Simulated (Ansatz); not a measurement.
```yaml
atoms:
  - { symbol: N, position_ang: [0.0250, -0.0126, -0.5075] }
  - { symbol: N, position_ang: [-0.0009, -0.0490, 0.5392] }
```

Basis set: aug-cc-pVDZ (spherical functions). Frozen core: 2 orbitals. Charge 0, multiplicity 1.

Computed with Ansatz (development build ahead of 0.2.0); each method stands on the lowest determinant of its kind that the runs found. Restricted open shells among the atoms or ions are ROHF, correlated in semicanonical orbitals with singles.

The atomization energy at this shape (free ground-state atoms in the same class of orbitals less the molecule, no zero-point energy) of singlet N2:

| method | atomization energy |
| --- | --- |
| RHF-MP2 | 8.87 eV |

(1) What does RHF give?

Answers

(1) 4.86 eV.
